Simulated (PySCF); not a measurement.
Gas-phase reaction: GaH(CH₃)₂ → GaH + 4 H + C₂H₂ (acetylene)

Computed with PySCF and rigid-rotor harmonic-oscillator thermochemistry at 1 bar. † marks an energy on the PBE0/def2-TZVP geometry and frequencies; other levels use their own. MP2 and CCSD(T) freeze the core. 6-31G* has spherical d functions here. Open shells (unrestricted): H (multiplicity 2); the rest are closed-shell singlets. B3LYP is the form with VWN-RPA correlation. Ga: all electrons, no relativistic terms. GaH(CH₃)₂, GaH: computed as isolated molecules; such fragments, hydroxides, amides, oligomers or adducts are transient or little studied in the gas. MP2 isn't extrapolated to the basis-set limit. CCSD(T) isn't extrapolated to the basis-set limit.

```
level                ΔH°(298 K), kJ
-------------------  --------------
B3LYP/6-31G*                   1272
B3LYP/def2-TZVP†               1255
CCSD(T)/def2-SVP†               ___
CCSD(T)/def2-TZVPP†             ___
M06-2X/def2-TZVP†              1274
MP2/def2-TZVPP†                1263
PBE0/def2-SVP†                  ___
```

Question: Some entries are withheld; supply them.

Answer: 
- CCSD(T)/def2-SVP†, ΔH°(298 K), kJ: 1233
- CCSD(T)/def2-TZVPP†, ΔH°(298 K), kJ: 1284
- PBE0/def2-SVP†, ΔH°(298 K), kJ: 1288
